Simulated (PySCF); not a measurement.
Structure problem from calculated spectra and properties.

Formula: GeH4O2.

- Couplings: largest of the computed one-bond spin–spin couplings (means over like bonds): 17O–1H -68.2 (×2) Hz [PBE/pcJ-1 (pcSseg-1 on Ge)]
- 1H NMR: chemical shifts (computed TMS as zero) by class: 5.72 (2 H), 0.33 (2 H) ppm [GIAO B3LYP/pcSseg-1 (pcSseg-2 on Ge)]
- UV, strongest line: among the 15 lowest singlet transitions: S14 at 9.76 eV (127 nm, f = 0.091) [TDDFT CAM-B3LYP/def2-SVPD]
- Rotational structure: rotational constants A, B, C: 13.850, 7.126, 5.013 GHz [PBE0-D3(BJ)/def2-SVP]
- UV, first state: lowest singlet excitation: 6.94 eV (179 nm, f = 0.002) [TDDFT CAM-B3LYP/def2-SVPD]
- Polarisability: 39.3 au [CAM-B3LYP/def2-SVPD]
- Dipole: 2.16 D [CAM-B3LYP/def2-SVPD]
- XPS: O1s 538.4 (×2) eV [ΔSCF SCAN, pcX-2 on the ionised atom, pcseg-1 elsewhere, spin-free X2C]
- NMR, other nuclei: isotropic shieldings of nuclei other than C and H, by class: 307 (2 O), 1286 (1 Ge) ppm [GIAO B3LYP/pcSseg-1 (pcSseg-2 on Ge)]
- Triplet: lowest triplet excitation (Tamm–Dancoff): 6.56 eV [TDA CAM-B3LYP/def2-SVPD]

Gas-phase values; electronic properties from PySCF, density fitting. Levels stand in brackets. The structure is a single PBE0-D3(BJ)/def2-SVP conformer in the gas phase; no vibrational or solvent corrections. Relativistic effects, spin–orbit coupling among them, are left out (core-ionisation runs apart) although an element past zinc is present. NMR values are class means; diastereotopic atoms form classes of their own.

Problem. What is the compound? Reason from the data.

Solution. Hydrogen classes from least to most shielded: 2 H on a germanium bonded to 2 O and 2 H (5.72 ppm), 2 H on 2 like atoms (oxygen bonded to Ge and H) (0.33 ppm). The other shieldings belong to: 307 ppm, oxygen bonded to Ge and H; 1286 ppm, germanium bonded to 2 O and 2 H. The couplings run between: -68.2 Hz, oxygen bonded to Ge and H and its hydrogen (with 1 like pair). The core levels belong to: O1s 538.4 eV, oxygen bonded to Ge and H. One atom of each topological class was ionised and stands for its class. No core level of Ge was computed. By its constants the optimised geometry is an asymmetric top. Structure: Ge(OH)2H2, `[OH][GeH2][OH]`. The assignments are read from this structure; whether some other isomer fits the data as well wasn't checked. NMR values of atoms bound to Ge lack the spin–orbit term that these neighbours bring.
